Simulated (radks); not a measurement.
Polarisability of the zirconium ion Zr5+, [Ar] 3d10 4s2 4p5, at imaginary frequency. Method: scalar-relativistic Kohn-Sham, LDA (Slater exchange, VWN5 correlation), spin-unpolarised, spherical densities, finite nucleus; Fermi nuclear charge, rms radius 4.2694 fm; computed with a radial shooting solver on a logarithmic mesh with Libxc functionals. Response by self-consistent Sternheimer equations with the Hartree and adiabatic LDA kernel, the relativistic mass of each level held fixed and spin-orbit coupling left out.

w (hartree)  alpha1(iw) (bohr^3)
0.00266                    2.456
0.0143                     2.455
0.0360                     2.454
0.0697                     2.451
0.118                      2.442
0.186                      2.421
0.280                      2.379
0.413                      2.297
0.605                      2.141
0.892                      1.867
1.35                       1.446
2.12                      0.9297
3.59                      0.4727
6.94                      0.1892
17.5                     0.05171

Static values: alpha1 = 2.456 bohr^3 (0.3639 angstrom^3; uncoupled 3.903). C6 = 7.556, triple-dipole C9 = 13.48 atomic units. One-pole (London) frequency 4 C6 / (3 alpha1^2) = 1.671 hartree, against 3.286 for minus the highest occupied eigenvalue.
